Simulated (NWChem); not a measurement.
A series in which one site is exchanged, each optimised at B3LYP/6-31G* with NWChem, gas phase unless a solvent is named. All stand in one matching conformer (torsions within 35°), which need not be the lowest. Pople sets run with spherical d functions. This build's default masses of Se (78.918 u) and Br (79.917 u) are each other's, which moves their modes by up to 0.6 %.

A: C(=C)B(Cl)Cl (C2H3BCl2; site = Cl)
B: ClBC=C (C2H4BCl; site = H)
C: C=CB(Cl)Br (C₂H₃BBrCl; site = Br)
D: C(=C)B(F)Cl (C₂H₃BClF; site = F)

```csv
quantity,A,B,C,D
"highest harmonic frequency (cm⁻¹), B3LYP/6-31G*",3244,3231,3245,?
"static polarisability, B3LYP/def2-SVPD (bohr³)",68.2,56.2,76.2,?
"lowest singlet excitation, B3LYP/def2-SVPD, TDA (eV)",5.09,4.70,4.49,?
```

Task: Fill in the missing entries.

Result: 
- highest harmonic frequency (cm⁻¹), B3LYP/6-31G*, D: 3242
- static polarisability, B3LYP/def2-SVPD (bohr³), D: 53.0
- lowest singlet excitation, B3LYP/def2-SVPD, TDA (eV), D: 5.70
